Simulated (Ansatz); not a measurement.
Cost and result for the atomization energy of CH₆BGaOSeSi (12 atoms, 14 bonds).

Cartesian coordinates in Å:
```
B 1.3200 -0.0734 0.3330
Si 0.2542 0.1359 -1.3654
C -1.5499 0.1220 -0.7283
Se -2.9263 0.2788 -1.8354
O -1.7287 -0.0105 0.5825
Ga -0.3071 -0.1710 1.7126
H 0.9613 -1.1672 0.9101
H 2.5100 -0.1175 0.4174
H 0.5093 1.4207 -2.0651
H 0.4386 -0.9889 -2.3175
H -0.5032 -0.3243 3.2294
H 1.0219 0.8954 1.1268
```

Total charge 0; spin multiplicity 1. Correlated methods include outer-core shells of Ga, Se, which these sets cover unevenly. Scalar relativity is left out up to krypton. The bonds changed during the relaxation, so this is another structure than the one it started from. The geometry is a stationary point of PBE0-D4/def2-TZVP. It is one conformer, not always the lowest. Program: Ansatz. All runs use 2 threads of an AMD EPYC 7R13 on a shared host and a share of an NVIDIA H100 80 GB. Times are those of one run each, without the atoms' runs, and a repeat can differ threefold. Electronic energies, without spin–orbit coupling; frozen cores. CCSD(T)/CBS adds CCSD(T) − MP2 in def2-TZVPP to the MP2 limit, and its time is that of the two runs behind it. T1 = 0.018; the RHF reference is unstable towards UHF. With those shells the extrapolation isn't a true limit.

CCSD(T)/CBS is a level of theory with its own doubt, some kJ/mol a heavy atom from the limit and from the frozen cores, so smaller differences don't rank the functionals.

```
                          level  functions  wall time  atomization (kcal/mol)  difference from CCSD(T)/CBS  per bond
             BLYP-D4/def2-TZVPP        315      7.5 s                   920.7                         -7.5      -0.5
           revPBE-D4/def2-TZVPP        315        9 s                   922.9                         -5.3      -0.4
             PBE0-D4/def2-TZVPP        315        9 s                   928.2                          0.0       0.0
         LDA (SPW92)/def2-TZVPP        315       10 s                  1079.8                        151.6      10.8
PBE-D4/def2-TZVPP (with forces)        315       10 s                   947.5                         19.3       1.4
            BHLYP-D4/def2-TZVPP        315       12 s                   892.7                        -35.5      -2.5
               CCSD(T)/def2-SVP        154       13 s                   868.8                        -59.4      -4.2
            PBE-QIDH/def2-TZVPP        315       14 s                   923.4                         -4.8      -0.3
          r2SCANh-D4/def2-TZVPP        315       15 s                   930.6                          2.4       0.2
        CAM-B3LYP-D4/def2-TZVPP        315       17 s                   923.9                         -4.3      -0.3
                 MP2/def2-QZVPP        599       20 s                   936.2                          8.0       0.6
             CCSD(T)/def2-TZVPP        315       22 s                   904.6                        -23.6      -1.7
              CCSD(T)/CBS(def2)          –       42 s                   928.2                          0.0       0.0
```

The D4 term adds +15.6 kcal/mol with B3LYP and +8.2 kcal/mol with PBE0; it sums over pairs of atoms, weighted by their polarisabilities, and B3LYP, whose exchange is more repulsive, gets the larger term. In def2-TZVPP, CCSD(T) changes the Hartree–Fock value by +259.8 kcal/mol (the triples alone add +20.6 kcal/mol) and MP2 by +277.6 kcal/mol; breaking electron pairs costs correlation energy, which Hartree–Fock lacks. From PBE to PBE0 (25 % exact exchange), in def2-TZVPP and without D4, the atomization energy moves by −17.9 kcal/mol: exact exchange takes away binding that semilocal exchange gives to molecules.

B3LYP here is the variant with VWN-RPA as its local correlation; programs differ in this.
